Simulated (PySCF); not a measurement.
How methods differ on the ionisation energy of I⁴⁵⁺

I⁴⁵⁺ [He] 2s2 2p4 (3P) → I⁴⁶⁺ [He] 2s2 2p3 (4S), as a difference of total energies. All numbers are calculated (PySCF 2.14, no relativity, point nucleus, in an even-tempered Gaussian basis (15 s from 20 bohr⁻², ratio 2.5; 9 p from 26 bohr⁻², ratio 2.5; 5 d from 110 bohr⁻², ratio 2.7; 4 f from 160 bohr⁻², ratio 2.7)). Correlated levels: nothing frozen; virtual orbitals above 40 to 60 times the deepest correlated orbital energy dropped. The calculations carry no spin-orbit coupling.

```json
{"method": "UHF", "ionisation energy (eV)": "7742.2"}
{"method": "MP2 (all electrons)", "ionisation energy (eV)": "7743.6"}
{"method": "SCS-MP2 (all electrons)", "ionisation energy (eV)": "7743.7"}
{"method": "CCSD (all electrons)", "ionisation energy (eV)": "7743.6"}
{"method": "CCSD(T) (all electrons)", "ionisation energy (eV)": "7743.6"}
```

Spin-orbit coupling is strong in these open shells (close to jj coupling). The scalar numbers leave it out and a first-order estimate fails, so it can dominate the gap to the real levels.

The gap to the reference is mostly relativistic.

For comparison: 7811 ± 4 eV (theoretical estimate listed by NIST; NIST Atomic Spectra Database, ionization energies).
